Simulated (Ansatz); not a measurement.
Abridged output of a molecular run in Ansatz:

```
Functional definition: HF
  name "HF"
  cite "Fock, Z. Phys. 61, 126 (1930) doi:10.1007/BF01340294"
  parent pbe
  exchange = exact_x
  correlation = 0
930 factors; integrals over basis functions are off by at most 1.1e-3 eV
mean field evaluation 1: about -79709.4491 eV, gradient 2.9e1 eV
mean field evaluation 2: about -79709.4882 eV, gradient 2.9e1 eV
mean field evaluation 4: about -79711.8099 eV, gradient 2.8e0 eV
mean field evaluation 8: about -79711.8498 eV, gradient 6.5e-4 eV
mean field -79711.84979826 eV, -2929.3564494538 hartree, gradient 4.4e-6 eV, S^2 0.000000; 0 other end points of the search recorded, 0 dependent functions left out
20 core orbitals not correlated: weight in the atoms' cores, before any rotation towards them, 1.000 or more for the frozen orbitals, at most 0.000 for the correlated occupied ones
reference -79711.84979826 eV, -2929.3564494538 hartree; 16, 16 occupied and 61, 61 virtual orbitals, 930 factors
second order -15.93810837 eV of doubles, -0.00000000 eV of singles
cycle   1  -16.15113827 eV  change   -2.1e-1 eV  update   1.1e-1
cycle   2  -16.64570265 eV  change   -4.9e-1 eV  update   3.5e-2
cycle   3  -16.75340234 eV  change   -1.1e-1 eV  update   2.1e-2
cycle   4  -16.73773619 eV  change    1.6e-2 eV  update   6.4e-3
cycle   5  -16.73807655 eV  change   -3.4e-4 eV  update   3.2e-3
cycle   6  -16.73826067 eV  change   -1.8e-4 eV  update   1.1e-3
cycle   7  -16.73764967 eV  change    6.1e-4 eV  update   4.5e-4
cycle   8  -16.73773605 eV  change   -8.6e-5 eV  update   1.6e-4
cycle   9  -16.73780738 eV  change   -7.1e-5 eV  update   6.1e-5
cycle  10  -16.73778162 eV  change    2.6e-5 eV  update   2.7e-5
perturbative correction -0.60235265 eV, -0.0221360515 hartree
Total energy: -79729.18993254 eV, -2929.9936876347 hartree
```

Its atoms:

Z-matrix (Å, degrees):
```
N
As 1 1.839
H 1 1.011 2 112.9
H 1 1.009 2 119.1 3 131.2
Al 2 2.396 1 104.0 3 -139.5
S 2 2.402 1 106.6 3 -84.9
H 5 1.572 2 154.9 1 -77.8
```

**Question.** Which basis set was used?
A. def2-SVP
B. def2-SVPD
C. cc-pV(Q+d)Z
D. cc-pV(T+d)Z

**Answer.** A. It gives 97 functions.

**Question.** Write the keys of the input that set method, charge and spin (a neutral closed shell needs none for the last two).

**Answer.** 
```yaml
correlation: {method: ccsd_t}
```
